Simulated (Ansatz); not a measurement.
A nudged elastic band was laid between two geometries of BBrH2 + H2Se (7 atoms, charge 0, multiplicity 1).

The calculation used RHF/def2-SVP in Ansatz 0.2.0.

```yaml
movable_images: 9
climbing_image: yes
spring: 5.0 eV/Å²
optimiser: quadratic models (default)
start_path: through a guess of the saddle point
force_threshold: 0.03 eV/Å
iteration_limit: 60
end_points: relaxed
```

Initial state:

```xyz
7
Properties=species:S:1:pos:R:3
B -0.911 -1.241 0.352
Br -1.280 -0.397 2.040
H -1.590 -0.943 -0.579
H -0.061 -2.072 0.317
H 1.713 1.627 0.310
Se 1.553 1.019 -1.002
H 0.576 2.006 -1.437
```

Final state:

```xyz
7
Properties=species:S:1:pos:R:3
B -0.306 -1.074 -0.847
Br -0.133 1.284 3.199
H -1.433 -0.884 -1.187
H 0.054 -2.094 -0.344
H 0.561 1.181 1.977
Se 1.044 0.279 -1.095
H 0.214 1.308 -1.704
```

Q: Which bonds break or form, and what moves?

A: Bonds broken: B1–Br2, H5–Se6. Bonds formed: B1–Se6, Br2–H5. BBrH2 + H2Se becomes BH3Se + BrH.

Q: Give the energies along the band, and the barrier.

A: The run converged. The highest image is number 5 of 0 to 10, 1.43 eV above the first end and 1.37 eV above the last; the last end lies 0.06 eV above the first. A vibrational analysis at the climbing image gives one clearly imaginary mode, 1394i cm⁻¹: a first-order saddle point. The orbitals stay closed-shell, which can raise the energy where a bond breaks towards radicals; this wasn't checked here.

```json
{"image": "0", "path coordinate (Å)": "0.00", "energy (eV)": "0.00", "B1–Br2 (Å)": "1.92", "H5–Se6 (Å)": "1.46", "B1–Se6 (Å)": "3.61"}
{"image": "1", "path coordinate (Å)": "0.48", "energy (eV)": "0.01", "B1–Br2 (Å)": "1.93", "H5–Se6 (Å)": "1.45", "B1–Se6 (Å)": "3.34"}
{"image": "2", "path coordinate (Å)": "0.95", "energy (eV)": "0.07", "B1–Br2 (Å)": "1.95", "H5–Se6 (Å)": "1.45", "B1–Se6 (Å)": "2.93"}
{"image": "3", "path coordinate (Å)": "1.43", "energy (eV)": "0.23", "B1–Br2 (Å)": "2.00", "H5–Se6 (Å)": "1.45", "B1–Se6 (Å)": "2.46"}
{"image": "4", "path coordinate (Å)": "1.90", "energy (eV)": "0.68", "B1–Br2 (Å)": "2.11", "H5–Se6 (Å)": "1.48", "B1–Se6 (Å)": "2.25"}
{"image": "5", "path coordinate (Å)": "2.38", "energy (eV)": "1.43", "B1–Br2 (Å)": "2.36", "H5–Se6 (Å)": "1.75", "B1–Se6 (Å)": "2.10"}
{"image": "6", "path coordinate (Å)": "2.92", "energy (eV)": "0.60", "B1–Br2 (Å)": "2.82", "H5–Se6 (Å)": "2.29", "B1–Se6 (Å)": "1.99"}
{"image": "7", "path coordinate (Å)": "3.46", "energy (eV)": "0.20", "B1–Br2 (Å)": "3.31", "H5–Se6 (Å)": "2.73", "B1–Se6 (Å)": "1.94"}
{"image": "8", "path coordinate (Å)": "4.01", "energy (eV)": "0.09", "B1–Br2 (Å)": "3.77", "H5–Se6 (Å)": "3.11", "B1–Se6 (Å)": "1.93"}
{"image": "9", "path coordinate (Å)": "4.55", "energy (eV)": "0.07", "B1–Br2 (Å)": "4.24", "H5–Se6 (Å)": "3.30", "B1–Se6 (Å)": "1.93"}
{"image": "10", "path coordinate (Å)": "5.09", "energy (eV)": "0.06", "B1–Br2 (Å)": "4.69", "H5–Se6 (Å)": "3.24", "B1–Se6 (Å)": "1.93"}
```

Q: What is the geometry of the highest image?

A: 
```xyz
7
Properties=species:S:1:pos:R:3
B -0.291 -0.784 -0.204
Br -0.711 0.180 1.910
H -1.306 -0.649 -0.810
H 0.190 -1.834 0.080
H 0.550 0.837 0.945
Se 1.208 0.614 -0.663
H 0.360 1.637 -1.257
```

Q: What are the harmonic wavenumbers there?

A: 1394i, 192, 286, 301, 510, 613, 746, 904, 962, 1035, 1086, 1225, 2592, 2732, 2872 cm⁻¹.

The run took 3.2 min on 2 threads of Arm Neoverse V1, with other jobs on the host, peak memory 0.22 GiB.
